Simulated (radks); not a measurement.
The numbers below are computed, except where a source is named.
Q: Ionisation of V, [Ar] 3d3 4s2, to V+, [Ar] 3d4, under several functionals. Non-relativistic Kohn-Sham, spin-polarised, spherical densities, point nucleus; open shells are filled with parallel spins first; a radial shooting solver on a logarithmic mesh with Libxc functionals. The NIST Atomic Spectra Database gives 6.746 eV (measured). Rank these functionals by the error of their Delta-SCF ionisation energy: BP86; BLYP; XLYP; exchange-only PBE; exchange-only LDA; LDA (Slater exchange, Perdew-Zunger correlation).

A: From best to worst: XLYP 6.025 eV (-0.721); LDA (Slater exchange, Perdew-Zunger correlation) 6.008 eV (-0.738); BLYP 5.953 eV (-0.794); BP86 5.902 eV (-0.845); exchange-only PBE 5.395 eV (-1.351); exchange-only LDA 5.029 eV (-1.718). Open shells are spherical and high-spin; term and fine-structure splittings are not resolved.
